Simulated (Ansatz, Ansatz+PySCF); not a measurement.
```xyz
3

C     0.0416    0.5788   -0.6632
Si   -0.0339   -1.1198   -0.0083
C    -0.0489    0.5701    0.6422
```

Basis set: def2-SVP (spherical functions). Left uncorrelated: 7 orbitals. Charge 0, multiplicity 1.

Computed with Ansatz (development build ahead of 0.2.0); each method stands on the lowest determinant of its kind that the runs found. Restricted open shells among the atoms or ions are ROHF, correlated in semicanonical orbitals with singles.

Problem. Give the atomization energy at this shape (free ground-state atoms in the same class of orbitals less the molecule, no zero-point energy) of singlet SiC2 by RHF-CCSD(T), UHF-CCSD(T), RHF-MP2, UHF-MP2, RHF, UHF.

Solution.

| method | atomization energy |
| --- | --- |
| RHF-CCSD(T) | 12.05 eV |
| UHF-CCSD(T) | 12.01 eV |
| RHF-MP2 | 12.65 eV |
| UHF-MP2 | 12.15 eV |
| RHF | 8.23 eV |
| UHF | 8.01 eV |

Caution for UHF-CCSD(T), UHF-MP2, UHF: the unrestricted determinant is spin contaminated.
